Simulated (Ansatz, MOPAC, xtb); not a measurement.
Spectroscopic constants of MgI, multiplicity 2 (lowest of 2S+1 = 2, 4 at CCSD(T)/def2-TZVPP on PBE0 minima; our sources give no spin for the ground state, which may be another). No spin–orbit coupling.

The constants come from a fifth-degree fit in 1/R (seven points, main isotopes). In def2 and cc sets the state is the lowest found near the PBE0 minimum, followed along R.

Run with Ansatz (an electronic-structure program) with Gaussian orbitals; MOPAC for AM1, PM6, PM7 (differences of heats of formation); xtb for the GFN methods. Each number belongs to the level named beside it. In def2 rows elements past Kr take small-core potentials, without spin–orbit coupling. The GFN methods have no spin term and hold the electronic entropy of 300 K.

| level | r_e (Å) | ω_e (cm⁻¹) | ω_e x_e (cm⁻¹) | B_e (cm⁻¹) | dipole (D) |
|---|---|---|---|---|---|
| AM1 | 2.516 | 436 | 1.1 | 0.132 | - |
| PM6 | 2.594 | 292 | 0.73 | 0.124 | - |
| PM7 | 2.573 | 390 | 0.93 | 0.126 | - |
| GFN1-xTB | 2.686 | 296 | 1.8 | 0.116 | - |
| GFN2-xTB | 2.700 | 287 | 1.2 | 0.115 | - |
| SVWN5/def2-TZVPP | 2.572 | 308 | 1.2 | 0.126 | 3.13 |
| PBE/def2-TZVPP | 2.609 | 297 | 1.2 | 0.123 | 3.10 |
| r2SCAN/def2-TZVPP | 2.590 | 310 | 1.1 | 0.125 | 3.27 |
| B97M-V/def2-TZVPP | 2.603 | 299 | 1.3 | 0.123 | 3.23 |
| B3LYP/def2-TZVPP | 2.608 | 298 | 1.2 | 0.123 | 3.39 |
| PBE0/def2-TZVPP | 2.590 | 309 | 1.1 | 0.125 | 3.24 |
| BHLYP/def2-TZVPP | 2.590 | 310 | 1.2 | 0.125 | 3.50 |
| CAM-B3LYP/def2-TZVPP | 2.585 | 310 | 1.2 | 0.125 | 3.42 |
| wB97X-V/def2-TZVPP | 2.582 | 317 | 1.1 | 0.125 | 3.35 |
| wB97M-V/def2-TZVPP | 2.593 | 307 | 1.2 | 0.124 | 3.65 |
| B2PLYP/def2-TZVPP | 2.595 | 308 | 1.1 | 0.124 | - |
| CCSD/def2-TZVPP | 2.590 | 316 | 1.1 | 0.125 | - |
| CCSD/def2-QZVPP | 2.577 | 315 | 0.93 | 0.126 | - |
| CCSD(T)/def2-TZVPP | 2.592 | 315 | 1.1 | 0.124 | - |
| CCSD(T)/def2-QZVPP | 2.579 | 313 | 0.94 | 0.126 | - |

Correlated levels freeze the inner cores; with def2 sets outer-core shells near the valence are correlated too. The state that AM1, PM6, PM7 reach isn't checked; PM7 holds dispersion and hydrogen-bond terms.
